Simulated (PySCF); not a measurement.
# Radial density of Ir²⁺ (iridium, charge +2)

UHF, [Xe] 4f14 5d6 6s1, 6s spin antiparallel (an excited configuration). Calculation: PySCF 2.14, in x2c-TZVPPall with one added diffuse shell each of s, p, d, f type (12s8p8d4f1g, 113 functions); scalar relativity by spin-free X2C-1e.

```csv
r (bohr),4πr²ρ (e/bohr),4πr²(ρα − ρβ)
0.0135,106.4,-0.0044
0.0227,93.29,-0.0010
0.0383,124.4,0.0101
0.0643,136.1,0.1456
0.108,113.5,0.3104
0.182,118.3,-0.0196
0.306,72.83,0.3984
0.515,64.43,0.0593
0.866,21.40,1.4297
1.46,9.102,2.9976
2.45,1.610,0.1336
4.12,0.1522,-0.0980
6.93,0.0003597,-0.0003
11.7,3.474e-05,0.0000
```

Densities and radii are taken from the X2C orbitals without a picture-change correction, which distorts them close to the nucleus.

Spin-orbit coupling, absent here, splits the open shell strongly. With the s spin flipped the determinant is a mixture of two multiplicities, not a spectroscopic state.
